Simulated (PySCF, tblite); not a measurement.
Isomers of H8OSSi3, one GFN2-xTB conformer each. Single-point energies are computed at PBE0/pcSseg-1 (PySCF, gas phase, no added dispersion term), electronic only.

| SMILES | GFN2-xTB relative energy (kcal/mol) |
| --- | --- |
| O[Si@H]([SiH3])S[SiH3] | 22.9 |
| [SiH3]O[SiH2][SiH2]S | 0.0 |

Conformers: `[OH:1][Si@H:2]([SiH3:3])[S:4][SiH3:5]` with H–O1–Si2–Si3 154°, O1–Si2–S4–Si5 -176°; `[SiH3:1][O:2][SiH2:3][SiH2:4][SH:5]` with Si1–O2–Si3–Si4 164°, O2–Si3–Si4–S5 -177°, Si3–Si4–S5–H 52°.

What does PBE0/pcSseg-1 give for the same structures?

```tsv
SMILES	PBE0/pcSseg-1 E (Eh)	PBE0/pcSseg-1 (kcal/mol)	GFN2-xTB (kcal/mol)	point group
[SiH3]O[SiH2][SiH2]S	-1346.13436	0.0	0.0	–
O[Si@H]([SiH3])S[SiH3]	-1346.13017	2.6	22.9	C1
```

Both levels put the same isomer lowest. As drawn, the lower has an S–H bond, which the higher lacks; the higher has an O–H bond, which the lower lacks.

Which frontier levels, dipoles and rotational constants go with these structures?

```tsv
SMILES	HOMO (eV, PBE0/pcSseg-1)	LUMO (eV)	dipole (D)	A, B, C (MHz)
[SiH3]O[SiH2][SiH2]S	-7.14	-0.96	2.41	7480, 633.2, 598.0
O[Si@H]([SiH3])S[SiH3]	-7.24	-0.60	0.98	2577, 1164, 877.7
```

What happens when harmonic zero-point energies from GFN2-xTB frequencies are added?

```csv
SMILES,ZPE (kcal/mol),electronic (kcal/mol),with ZPE (kcal/mol)
[SiH3]O[SiH2][SiH2]S,43.7,0.0,0.0
O[Si@H]([SiH3])S[SiH3],45.3,2.6,4.2
```

The zero-point energies span 1.6 kcal/mol. The order is unchanged.
